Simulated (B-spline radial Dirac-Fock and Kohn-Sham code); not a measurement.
# Atomic SCF run for In⁵⁺

ΔSCF core binding energies without Breit or QED terms, calculated with a B-spline atomic structure program. Keys: rel is the Hamiltonian (dirac, or spin-free x2c and nr, where L3 and M5 stand for the whole 2p and 3d shells), method is hf or an exchange,correlation pair (spin-unpolarised, also for the hole states), nuc the nuclear model, radius_factor scales its radius, rmax is the box in bohr, h the logarithmic mesh step, order the B-spline order, points the quadrature points per cell, c_factor scales the speed of light, and damp, ndamp, maxit and tol steer the iteration. The run stops when the commutator error falls below 10·tol·max(1, Z/10), or the numerical noise floor, and the energy has settled to about 1e-8 Ha; the virial ratio is −V/T.

Input (task.json):

```json
{"items": [{"Z": 49, "q": 5, "cfg": [[1, 0, 2], [2, 0, 2], [2, 1, 6], [3, 0, 2], [3, 1, 6], [3, 2, 10], [4, 0, 2], [4, 1, 6], [4, 2, 8]], "A": 115, "rrms": 4.6156, "do": "settings", "holes": ["K", "L3", "M5"],
  "settings": [{"rel": "dirac", "method": "hf", "nuc": "fermi", "radius_factor": 1.0, "rmax": 45.0, "h": 0.3, "order": 8, "points": 10, "c_factor": 1.0, "maxit": 3, "damp": 0.5, "ndamp": 3, "tol": 1e-08}]}]}
```

Command: `python xray2_run.py task.json out`

Ground-state iterations:

```
iter   energy (Ha)        error
   1    -5857.22864810  1.74e+00
   2    -5870.34634165  5.19e-01
   3    -5873.64255202  1.50e-01
```

The ground state had not converged after 3 iterations, with total energy -5873.64255 Ha, virial ratio 1.94708 and highest orbital energy -85.49 eV. ΔSCF binding energies: K (1s) 28117.3 eV, L3 (2p3/2) 3824.9 eV (not all states converged, so these are not final). Holes are computed only in closed shells, and unreliable hole states are left out.

Problem. One setting is unsound. Which, and why?

Solution. maxit ends the run before self-consistency. With the default settings (Dirac Hartree-Fock): The ground state converged in 10 iterations, with total energy -5873.96002 Ha, virial ratio 1.95156 and highest orbital energy -92.68 eV. ΔSCF binding energies: K (1s) 28112.8 eV, L3 (2p3/2) 3821.2 eV. Holes are computed only in closed shells, and unreliable hole states are left out.
